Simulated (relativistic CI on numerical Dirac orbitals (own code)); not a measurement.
# Energy levels of V5+

Computed by Dirac-Coulomb-Breit CI, orbitals from a KLI potential per configuration, QED by a radiative potential, valence Slater integrals scaled by 0.85, P86 correlation estimate, and configurations built on the next ion tied to the tabulated ionisation energy (semi-empirical) (own radial code, finite nucleus).

Configurations in the expansion (outside the closed core [Ne]): 3s²3p⁶, 3s²3p⁵3d, 3s²3p⁵4s, 3s²3p⁵4p, 3s²3p⁵4d, 3s²3p⁵5s, 3s²3p⁵4f, 3s²3p⁴3d², 3s3p⁶3d, 3p⁶3d², 3s3p⁵3d², 3s²3p⁵5p, 3s3p⁶4s, 3s²3p⁵5d, 3s²3p⁵5f, 3s²3p⁵5g, 3s3p⁶4p, 3s²3p⁴3d4s, 3s3p⁶4d, 3s²3p⁴3d4p, 3s3p⁶5s, 3s3p⁶4f, 3s3p⁶5p, 3s3p⁶5d. Levels of other configurations are missing.

| No. | Configuration | Term | J | E (cm⁻¹) | % | Next component (%) | Landé g |
| --- | --- | --- | --- | --- | --- | --- | --- |
| 1 | 3s²3p⁶ | ¹S | 0 | 0 | 97 | 3 3s²3p⁴3d² ¹S |  |
| 2 | 3s²3p⁵3d | ³P° | 0 | 302967 | 99 | 1 3s3p⁵3d² ³P° |  |
| 3 | 3s²3p⁵3d | ³P° | 1 | 304184 | 99 | 1 3s3p⁵3d² ³P° | 1.497 |
| 4 | 3s²3p⁵3d | ³P° | 2 | 306717 | 98 | 1 3s3p⁵3d² ³P° | 1.496 |
| 5 | 3s²3p⁵3d | ³F° | 4 | 318059 | 99 | 1 3s3p⁵3d² ³F° | 1.250 |
| 6 | 3s²3p⁵3d | ³F° | 3 | 320206 | 96 | 2 ¹F° | 1.085 |
| 7 | 3s²3p⁵3d | ³F° | 2 | 322483 | 96 | 2 ¹D° | 0.680 |
| 8 | 3s²3p⁵3d | ³D° | 3 | 337773 | 75 | 24 ¹F° | 1.252 |
| 9 | 3s²3p⁵3d | ¹D° | 2 | 338272 | 69 | 27 ³D° | 1.033 |
| 10 | 3s²3p⁵3d | ³D° | 1 | 340263 | 99 | 1 3s3p⁵3d² ³D° | 0.503 |
| 11 | 3s²3p⁵3d | ³D° | 2 | 340867 | 70 | 28 ¹D° | 1.123 |
| 12 | 3s²3p⁵3d | ¹F° | 3 | 342913 | 73 | 23 ³D° | 1.079 |
| 13 | 3s²3p⁵3d | ¹P° | 1 | 443395 | 98 | 1 3s²3p⁵4d ¹P° | 0.999 |
| 14 | 3s²3p⁵4s | ³P° | 2 | 547585 | 99 | 1 3s²3p⁴3d4p ³P° | 1.501 |
| 15 | 3s²3p⁵4s | ³P° | 1 | 550552 | 74 | 25 ¹P° | 1.372 |
| 16 | 3s²3p⁵4s | ³P° | 0 | 555213 | 99 | 1 3s²3p⁴3d4p ³P° |  |
| 17 | 3s²3p⁵4s | ¹P° | 1 | 558814 | 74 | 25 ³P° | 1.128 |
| 18 | 3s3p⁶3d‡ | ³D | 1 | 580747 | 75 | 25 3s²3p⁴3d² ³D | 0.498 |
| 19 | 3s3p⁶3d‡ | ³D | 2 | 581071 | 75 | 25 3s²3p⁴3d² ³D | 1.167 |
| 20 | 3s3p⁶3d‡ | ³D | 3 | 581591 | 75 | 24 3s²3p⁴3d² ³D | 1.334 |
| 21 | 3s3p⁶3d‡ | ¹D | 2 | 594335 | 68 | 30 3s²3p⁴3d² ¹D | 1.000 |
| 22 | 3s²3p⁵4p | ³S | 1 | 606549 | 95 | 3 ³P | 1.980 |
| 23 | 3s²3p⁵4p | ³D | 3 | 615223 | 99 |  | 1.334 |
| 24 | 3s²3p⁵4p | ³D | 2 | 615471 | 71 | 23 ¹D | 1.141 |
| 25 | 3s²3p⁵4p | ³D | 1 | 618378 | 65 | 20 ¹P | 0.737 |
| 26 | 3s²3p⁵4p | ³P | 2 | 620886 | 53 | 42 ¹D | 1.272 |
| 27 | 3s²3p⁵4p | ¹P | 1 | 623959 | 52 | 33 ³D | 0.911 |
| 28 | 3s²3p⁵4p | ³P | 0 | 625531 | 97 | 2 ¹S |  |
| 29 | 3s²3p⁵4p | ³P | 2 | 626154 | 42 | 33 ¹D | 1.253 |
| 30 | 3s²3p⁵4p | ³P | 1 | 627341 | 68 | 27 ¹P | 1.373 |
| 31 | 3s²3p⁴3d²‡ | ⁵S | 2 | 636163 | 99 |  | 1.999 |
| 32 | 3s²3p⁴3d²‡ | ⁵D | 0 | 640477 | 98 | 2 ³P |  |
| 33 | 3s²3p⁴3d²‡ | ⁵D | 1 | 640506 | 96 | 2 ⁵F | 1.467 |
| 34 | 3s²3p⁴3d²‡ | ⁵D | 2 | 640564 | 93 | 6 ⁵F | 1.472 |
| 35 | 3s²3p⁴3d²‡ | ⁵D | 3 | 640644 | 91 | 8 ⁵F | 1.478 |
| 36 | 3s²3p⁴3d²‡ | ⁵D | 4 | 640747 | 92 | 8 ⁵F | 1.488 |
| 37 | 3s²3p⁵4p | ¹S | 0 | 645547 | 95 | 2 ³P |  |
| 38 | 3s²3p⁴3d²‡ | ⁵F | 5 | 645889 | 96 | 4 ⁵G | 1.394 |
| 39 | 3s²3p⁴3d²‡ | ⁵F | 4 | 646335 | 88 | 8 ⁵D | 1.354 |
| 40 | 3s²3p⁴3d²‡ | ⁵F | 3 | 646733 | 88 | 9 ⁵D | 1.262 |
| 41 | 3s²3p⁴3d²‡ | ⁵F | 2 | 646998 | 93 | 6 ⁵D | 1.020 |
| 42 | 3s²3p⁴3d²‡ | ⁵F | 1 | 647159 | 98 | 2 ⁵D | 0.032 |
| 43 | 3s²3p⁴3d²‡ | ⁵G | 6 | 654068 | 99 | 1 ³H | 1.332 |
| 44 | 3s²3p⁴3d²‡ | ⁵G | 5 | 656015 | 95 | 4 ⁵F | 1.270 |
| 45 | 3s²3p⁴3d²‡ | ⁵G | 4 | 657302 | 96 | 3 ⁵F | 1.156 |

Energies count from the lowest computed level; ° marks odd parity. ‡ marks configurations that were not tied to measured data.

The mean weight of the leading LS term, summed over parents, in these 45 levels is 86 %, and that of the leading jj configuration (from the same eigenvectors) 62 %, so LS coupling describes them better.

Configurations that consist of the next ion and one excited electron were tied to the tabulated ionisation energy; Rydberg ones are usually within 1,000 to 3,000 cm⁻¹ and the lowest ones within about 6,000 (9,000 in d shells), while levels on excited terms of the next ion carry the error of that term, and the other configurations can be misplaced by 10,000 cm⁻¹ or more. Rates follow the energies as ν³ (E1, M1) or ν⁵ (E2), so rates, branching and lifetimes can be off by large factors. 33 of the 39 excited levels that our extract of the measured tables holds in this range could be paired (the sources list more); they are missed by 8227 cm⁻¹ on average and 31209 at most, and levels without a partner can miss by more.

LS names give the leading component of a level, which can be under half, so a name can repeat, a term be missing and a line seem to break the LS rules.
